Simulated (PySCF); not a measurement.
First SCF of a structure search on singlet WCl2, at a hand-made bent geometry. PySCF input:

```python
from pyscf import gto, scf, dft
mol = gto.M(atom='''
W      0.000000     0.000000     0.000000
Cl     1.933200     0.000000     1.353600
Cl    -1.933200     0.000000     1.353600''',
    basis={'W': 'def2-TZVP', 'Cl': 'def2-TZVP'},
    ecp={'W': 'def2-TZVP'},
    charge=0, spin=0)
mf = dft.RKS(mol, xc='PBE')
mf.grids.atom_grid = (50, 194)
aux = {'W': 'def2-universal-JKFIT', 'Cl': 'def2-universal-JKFIT'}
mf = mf.density_fit(auxbasis=aux)
mf.conv_tol = 1e-08
mf.diis_space = 10
mf.max_cycle = 60
mf.init_guess = 'minao'
mf.verbose = 4
mf.kernel()
```

Excerpt of the output (cycles and frontier levels); where DIIS stalls, ADIIS, DIIS with a small level shift and a second-order solver take over in turn:

```
init E= -968.432650120096
  HOMO = -0.282924748547416  LUMO = -0.2801151430791  gap/eV = 0.07645
cycle= 1 E= -987.007120237143  delta_E= -18.6  |g|= 0.603  |ddm|= 6.96
  HOMO = -0.218248139993857  LUMO = -0.216455583951311  gap/eV = 0.04878
cycle= 2 E= -982.665370229368  delta_E= 4.34  |g|= 4.16  |ddm|= 2.95
  HOMO = -0.148238095030241  LUMO = -0.14326480958537  gap/eV = 0.13533
cycle= 3 E= -987.031181039514  delta_E= -4.37  |g|= 0.409  |ddm|= 2.76
  HOMO = -0.196454276558953  LUMO = -0.191173826892685  gap/eV = 0.14369
cycle= 4 E= -987.023916770055  delta_E= 0.00726  |g|= 0.53  |ddm|= 2.48
  HOMO = -0.173371880535239  LUMO = -0.172132402215933  gap/eV = 0.03373
cycle= 5 E= -987.100657752012  delta_E= -0.0767  |g|= 0.166  |ddm|= 1.52
  HOMO = -0.173057747674766  LUMO = -0.171517664803043  gap/eV = 0.04191
cycle= 6 E= -987.118762147355  delta_E= -0.0181  |g|= 0.0971  |ddm|= 0.961
  HOMO = -0.172063271714769  LUMO = -0.170819713596982  gap/eV = 0.03384
... 75 lines left out ...
cycle= 56 E= -987.064705158616  delta_E= 0.000476  |g|= 0.225  |ddm|= 0.0771
  HOMO = -0.173118658943368  LUMO = -0.169854311478374  gap/eV = 0.08883
cycle= 57 E= -987.063476308061  delta_E= 0.00123  |g|= 0.228  |ddm|= 0.211
  HOMO = -0.172915689683402  LUMO = -0.168789499602818  gap/eV = 0.11228
cycle= 58 E= -987.063480545459  delta_E= -4.24e-06  |g|= 0.231  |ddm|= 0.0962
  HOMO = -0.172083104321618  LUMO = -0.168252434659119  gap/eV = 0.10424
cycle= 59 E= -987.063758241329  delta_E= -0.000278  |g|= 0.229  |ddm|= 0.0822
  HOMO = -0.172097119216467  LUMO = -0.160951510041963  gap/eV = 0.30329
cycle= 60 E= -987.057460476222  delta_E= 0.0063  |g|= 0.276  |ddm|= 0.584
SCF not converged.
init E= -968.432650120096
  HOMO = -0.282924748547416  LUMO = -0.2801151430791  gap/eV = 0.07645
cycle= 1 E= -987.007120237143  delta_E= -18.6  |g|= 0.603  |ddm|= 6.96
  HOMO = -0.218248139993857  LUMO = -0.216455583951311  gap/eV = 0.04878
cycle= 2 E= -982.665370229368  delta_E= 4.34  |g|= 4.16  |ddm|= 2.95
  HOMO = -0.183015234640894  LUMO = -0.179036081566325  gap/eV = 0.10828
cycle= 3 E= -986.754970756634  delta_E= -4.09  |g|= 1.16  |ddm|= 2.26
  HOMO = -0.161104366059837  LUMO = -0.153247497234256  gap/eV = 0.21380
cycle= 4 E= -987.057477336892  delta_E= -0.303  |g|= 0.273  |ddm|= 2.04
cycle= 5 E= -987.099332395561  delta_E= -0.0419  |g|= 0.228  |ddm|= 1.84
  HOMO = -0.173239687904247  LUMO = -0.169361246286821  gap/eV = 0.10554
cycle= 6 E= -987.101173236555  delta_E= -0.00184  |g|= 0.192  |ddm|= 1.18
cycle= 7 E= -987.119287535419  delta_E= -0.0181  |g|= 0.117  |ddm|= 1.74
  HOMO = -0.185674031819498  LUMO = -0.184178148379053  gap/eV = 0.04071
cycle= 8 E= -987.082101075076  delta_E= 0.0372  |g|= 0.355  |ddm|= 1.76
  HOMO = -0.171534081381827  LUMO = -0.170242581285625  gap/eV = 0.03514
cycle= 9 E= -987.056285823063  delta_E= 0.0258  |g|= 0.235  |ddm|= 1.79
cycle= 10 E= -987.119449083344  delta_E= -0.0632  |g|= 0.088  |ddm|= 1.76
cycle= 11 E= -987.063849812571  delta_E= 0.0556  |g|= 0.229  |ddm|= 1.78
cycle= 12 E= -987.122241404697  delta_E= -0.0584  |g|= 0.0826  |ddm|= 1.79
cycle= 13 E= -987.122750254676  delta_E= -0.000509  |g|= 0.0634  |ddm|= 0.101
cycle= 14 E= -987.121123931997  delta_E= 0.00163  |g|= 0.0777  |ddm|=  1.7
cycle= 15 E= -987.062282836195  delta_E= 0.0588  |g|= 0.221  |ddm|= 1.76
cycle= 16 E= -987.123318471903  delta_E= -0.061  |g|= 0.0497  |ddm|= 1.79
cycle= 17 E= -987.122068613606  delta_E= 0.00125  |g|= 0.0614  |ddm|=  1.7
cycle= 18 E= -987.061615338397  delta_E= 0.0605  |g|= 0.224  |ddm|= 1.75
cycle= 19 E= -987.122796757008  delta_E= -0.0612  |g|= 0.0622  |ddm|= 1.79
cycle= 20 E= -987.122042758401  delta_E= 0.000754  |g|= 0.0618  |ddm|=  1.7
SCF not converged.
init E= -987.122042758401
  HOMO = -0.156355002328806  LUMO = -0.0615186887791514  gap/eV = 2.58063
cycle= 1 E= -987.122446796007  delta_E= -0.000404  |g|= 0.09  |ddm|= 0.213
  HOMO = -0.188343573119634  LUMO = -0.0889099657226772  gap/eV = 2.70573
cycle= 2 E= -987.110673457373  delta_E= 0.0118  |g|= 0.229  |ddm|= 0.263
  HOMO = -0.167036328348626  LUMO = -0.0696430831616588  gap/eV = 2.65021
cycle= 3 E= -987.123740260931  delta_E= -0.0131  |g|= 0.0582  |ddm|= 0.144
  HOMO = -0.164921300791299  LUMO = -0.0673193254240176  gap/eV = 2.65589
cycle= 4 E= -987.124868488218  delta_E= -0.00113  |g|= 0.00608  |ddm|= 0.0543
  HOMO = -0.166477989794198  LUMO = -0.0688547659636962  gap/eV = 2.65646
cycle= 5 E= -987.124868676497  delta_E= -1.88e-07  |g|= 0.00815  |ddm|= 0.0136
  HOMO = -0.167286311365537  LUMO = -0.0696535312202795  gap/eV = 2.65672
cycle= 6 E= -987.124885578075  delta_E= -1.69e-05  |g|= 0.00328  |ddm|= 0.00777
  HOMO = -0.167389275106811  LUMO = -0.0697726015629295  gap/eV = 2.65628
cycle= 7 E= -987.124888718132  delta_E= -3.14e-06  |g|= 0.00104  |ddm|= 0.00304
  HOMO = -0.167412976445498  LUMO = -0.0698047044421938  gap/eV = 2.65606
cycle= 8 E= -987.124889100813  delta_E= -3.83e-07  |g|= 0.000326  |ddm|= 0.00122
  HOMO = -0.167406362585702  LUMO = -0.0697961110394251  gap/eV = 2.65611
cycle= 9 E= -987.124889153695  delta_E= -5.29e-08  |g|= 0.000109  |ddm|= 0.000532
  HOMO = -0.167403596482759  LUMO = -0.0697913301013517  gap/eV = 2.65617
cycle= 10 E= -987.12488916243  delta_E= -8.74e-09  |g|= 5.01e-05  |ddm|= 0.000249
  HOMO = -0.169805767447411  LUMO = -0.168212247181547  gap/eV = 0.04336
Extra cycle  E= -987.062633262438  delta_E= 0.0623  |g|= 0.229  |ddm|= 1.75
SCF not converged.
  HOMO = -0.218180335675308  LUMO = -0.205846145466571  gap/eV = 0.33563
macro= 0  E= -987.086299735849  delta_E= -0.0236665  |g|= 0.024809  4 KF 16 JK
macro= 1  E= -987.086806487016  delta_E= -0.000506751  |g|= 0.000240679  3 KF 14 JK
macro= 2  E= -987.086806487035  delta_E= -1.95541e-11  |g|= 3.12245e-05  1 KF 2 JK
macro X = 3  E=-987.086806487035  |g|= 3.12245e-05  total 9 KF 36 JK
converged SCF energy = -987.086806487035
```

This is not the lowest solution: all starts ended here, but a stability analysis within the same restricted form found one 98.3 kJ/mol lower, at -987.12424 Eh.

At the minimum of this search the closed-shell solution is unstable towards spin polarisation, so a lower open-shell solution exists. Spin–orbit coupling, left out here, can matter for elements this heavy.

The search for the lowest solution, 2 starts and the stability check together, took 65 s on 2 threads of a shared Arm Neoverse V2 host, with 114 basis functions; the process peaked at 0.41 GiB. Launch command: `OMP_NUM_THREADS=2 python axn.py task.json out`.
